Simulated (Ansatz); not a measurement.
System: C₃H₁₀NSi, net charge -1, singlet state. It need not be the lowest isomer of its formula. Whether it binds its extra electron was not tested at this geometry. 
Structure (B3LYP-D3(BJ)/def2-TZVP (Ansatz, a first-principles code) minimum search):
```
Si
C 1 1.7629
H 2 1.0890 1 120.26
H 2 1.0900 3 113.41 1 155.89
N 1 1.7858 2 112.81 3 -146.72
H 5 1.0117 1 111.49 2 10.18
H 5 1.0117 6 109.59 1 130.81
C 1 1.9108 2 111.00 3 -25.67
H 8 1.0928 1 110.34 2 -57.90
H 8 1.0948 9 108.11 1 121.73
H 8 1.0950 9 107.95 10 116.66
C 1 1.9358 2 122.56 3 94.96
H 12 1.0943 1 109.97 2 -64.96
H 12 1.0955 13 107.17 1 -119.97
H 12 1.0989 13 107.81 14 -116.10
```
Charge -1, spin multiplicity 1.

Basis-set convergence of Hartree-Fock and CCSD correlation energies (hartree) with Ansatz. Cores are frozen in the correlated levels unless marked. Spin-orbit coupling is left out. No relativistic terms.

```csv
basis,functions,E(HF),"E(corr, CCSD)"
aug-cc-pV(D+d)Z,214,-462.82941,-0.83322
aug-cc-pV(T+d)Z,469,___,___
```

### Question
Some entries are withheld; supply them.

### Answer

- aug-cc-pV(T+d)Z, E(HF): -462.89033
- aug-cc-pV(T+d)Z, E(corr, CCSD): -0.96759
